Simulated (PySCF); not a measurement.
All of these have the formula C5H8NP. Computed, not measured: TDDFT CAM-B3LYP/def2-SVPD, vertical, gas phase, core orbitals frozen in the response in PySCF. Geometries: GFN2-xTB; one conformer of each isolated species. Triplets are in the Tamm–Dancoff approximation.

A. `CCc1[nH]ccp1`
B. `C/C=P/CCC#N`
C. `CNP1C=CC=C1`

Lowest singlet levels (six at most, fewer where fewer were computed) with oscillator strengths:

1. 259 nm (f 0.009); 236 nm (f 0.260); 196 nm (f 0.000); 189 nm (f 0.000); 181 nm (f 0.022); 167 nm (f 0.284); T1 2.65 eV
2. 307 nm (f 0.013); 267 nm (f 0.075); 243 nm (f 0.053); 194 nm (f 0.001); 191 nm (f 0.009); 185 nm (f 0.009); T1 2.72 eV
3. 230 nm (f 0.151); 220 nm (f 0.006); 210 nm (f 0.007); 206 nm (f 0.002); 196 nm (f 0.007); 189 nm (f 0.191); T1 3.50 eV

Question: Which spectrum belongs to which structure?

Answer: 1 = B, 2 = C, 3 = A.
- A: S1 at 5.39 eV, HOMO→LUMO (81%), HOMO→LUMO+1 (11%); Löwdin shares by element: HOMO carbon 44% or more, phosphorus 30%, nitrogen 8% (atoms not listed hold the other 18%); LUMO phosphorus 20%, carbon 15% or more, hydrogen 10% or more, nitrogen 10% (atoms not listed hold the other 45%); HOMO -7.26 and LUMO 0.91 eV.
- B: S1 at 4.78 eV, HOMO-1→LUMO (98%); Löwdin shares by element: HOMO carbon 53% or more, phosphorus 36%; LUMO carbon 45% or more, phosphorus 42%; HOMO -8.54 and LUMO -0.66 eV; point group Cs, 2 of its 6 listed states under f = 0.0005.
- C: S1 at 4.04 eV, HOMO→LUMO (96%); Löwdin shares by element: HOMO carbon 51% or more, nitrogen 20% (atoms not listed hold the other 29%); LUMO carbon 65% or more (atoms not listed hold the other 35%); HOMO -7.70 and LUMO -0.36 eV.
